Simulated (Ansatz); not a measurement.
`[PH2][GaH2]` + `N[SiH2]F` → `F[SiH2]NP` + `[GaH3]` at 298.15 K and 1 bar (cleavage of the P–Ga bond).

Program: Ansatz. Geometries: PBE0-D4/def2-TZVP. ΔE: electronic, gas phase. CCSD(T)/CBS is the MP2 limit (def2-TZVPP, def2-QZVPP) plus CCSD(T) − MP2 in def2-TZVPP, frozen cores. For Ga outer-core shells are correlated without core-valence functions, which leaves a few kJ/mol of doubt a bond. Scalar relativity is left out up to krypton. One conformer a species, not always the lowest.

```csv
species,CCSD(T)/CBS energy (Eh),H − E (kJ/mol),S (J/(mol·K))
`[PH2][GaH2]`,-2267.26620,94.5,289.3
`N[SiH2]F`,-446.07709,135.8,281.7
`F[SiH2]NP`,-787.60797,163.3,331.8
`[GaH3]`,-1925.70545,59.6,218.4
```

H − E and S are ideal-gas, rigid-rotor, harmonic terms from PBE0-D4/def2-TZVP, for one conformer and one mirror image of each species. 1 Eh = 2625.50 kJ/mol, R = 8.31446 J/(mol·K).

Task: By hand: ΔE, ΔH, ΔS and ΔG.

Result: ΔE = (-787.60797) + (-1925.70545) − (-2267.26620) − (-446.07709) = 0.02987 Eh = 78.4 kJ/mol. Δ(H − E) = 163.3 + 59.6 − 94.5 − 135.8 = -7.4, so ΔH = 71.0 kJ/mol. ΔS = 331.8 + 218.4 − 289.3 − 281.7 = -20.8 J/(mol·K). ΔG = 71.0 − 298.15 × (-20.8)/1000 = 77.2 kJ/mol.

Task: By hand: the equilibrium constant, and the temperature at which ΔG would vanish if ΔH and ΔS stayed fixed.

Result: log₁₀ K = −ΔG/(RT ln 10) = -13.5. ΔH and −TΔS have one sign here, so there is no such temperature.

ΔH outweighs TΔS. A doubt of 5 kJ/mol in ΔE shifts log₁₀ K by 0.9 here. Other conformers and mirror images would add mixing entropy, several J/(mol·K) or more a flexible species. These are equilibria of isolated gas molecules and say nothing of rates. Largest T1 diagnostic: 0.014 (customary marks: 0.02 for closed shells, 0.045 for open ones).
